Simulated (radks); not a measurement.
Q: Spherical quantum dot in the effective-mass picture: electrons in a hard-walled sphere of radius 9.68, with a point charge +1 (a donor) at the centre, all in effective atomic units (hartree* = m*/eps^2 hartree, bohr* = eps/m* bohr), one dielectric constant everywhere. Method: non-relativistic Kohn-Sham, PBE, spin-polarised, spherical densities; computed with a radial shooting solver with Libxc functionals. Levels are named by radial order and angular momentum (1s, 1p, 1d, 2s, ...), and open shells are averaged over m. Results are scaled to m* = 0.291 and eps = 15, for which hartree* = 35.19 meV and bohr* = 2.728 nm. At N = 6 the configuration is 1s2 1p(up 3, down 0) 2s(up 1, down 0). Does electron 7 go into 1p down or 1d up or 2s down?

A: Into 1p down. The total energies of the other choices lie higher by 0.635 meV (1d up), 1.87 meV (2s down).
